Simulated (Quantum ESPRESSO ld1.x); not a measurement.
Question: These are the eigenvalues of the occupied orbitals of an atom or ion with whole-number occupations (hartree). Calculated with ld1.x of Quantum ESPRESSO 7.5: non-relativistic Kohn-Sham, LDA (Slater exchange, VWN5 correlation), spin-unpolarised, spherical densities, point nucleus.

1s: -2683.77
2s: -448.146
2p: -430.982
3s: -105.082
3p: -96.9644
3d: -81.7689
4s: -22.3361
4p: -18.8364
4d: -12.3895
4f: -3.74455
5s: -3.37362
5p: -2.26288
5d: -0.56243
7f: -0.01059

Which element is it, and in what charge state? The configuration may be excited.

Answer: Z = 79, gold, charge 0: Au in [Xe] 4f14 5d10 7f1. The list shows which subshells hold electrons but not how many an open one holds; the 1s level, -2683.8 hartree, gives Z - s = 73.3 by -(Z - s)^2/2, which with screening narrows Z to a few neighbours, and the depths of the outer levels then fix element, charge and occupations together.
